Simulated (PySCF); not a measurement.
A structure optimised at PBE-D3(BJ)/def2-SVP, used in a PySCF frequency run:

```xyz
10

C     -3.4254     0.0927    -0.3224
C     -2.2796    -0.8779    -0.2246
C     -1.0232    -0.6180    -0.5407
C      0.2233    -0.3520    -0.8536
Br     1.4885     0.3404     0.4109
H     -3.0963     1.0807    -0.6951
H     -4.2133    -0.2979    -1.0011
H     -3.9029     0.2311     0.6710
H     -2.5175    -1.8959     0.1433
H      0.6620    -0.4993    -1.8525
```

**Question.** Write its SMILES and formula.

**Answer.** CC=C=CBr, C₄H₅Br

**Question.** What are its rotational constants (standard atomic weights)?

**Answer.** 13.288, 1.0703, 1.0319 GHz
